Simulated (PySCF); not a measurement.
PySCF 2.14 output of a UHF calculation on a single atom or ion in aug-cc-pVQZ-DK, with the spin-free X2C one-electron Hamiltonian (Gaussian nucleus):

```
SCF conv_tol = 1e-09
number electrons alpha = 2  beta = 0
cycle= 1 E= -1.31145190662422  delta_E= -1.52e-05  |g|= 0.00124  |ddm|= 0.00351
cycle= 2 E= -1.31145220181917  delta_E= -2.95e-07  |g|= 0.00018  |ddm|= 0.000429
cycle= 3 E= -1.31145220867675  delta_E= -6.86e-09  |g|= 5.3e-06  |ddm|= 6.65e-05
cycle= 4 E= -1.31145220868996  delta_E= -1.32e-11  |g|= 7.11e-08  |ddm|= 4.46e-06
converged SCF energy = -1.31145220868996  <S^2> = 2  2S+1 = 3
```

The run itself started from symmetry-adapted Hartree-Fock orbitals and held the occupation by maximum overlap, so the iterations belong to that start.

Q: Which element, charge and spin multiplicity is this?

A: He (helium, neutral), multiplicity 3; the state was 1s1 3d1, high-spin 3D determinant (an excited configuration).

The outer electron is Rydberg-like, and this basis confines it to a smaller radius and binds it less than a complete one would. At UHF the highest occupied level has a positive energy, so only the finite basis holds that electron; for this excited configuration the basis is too tight for the outer shell.
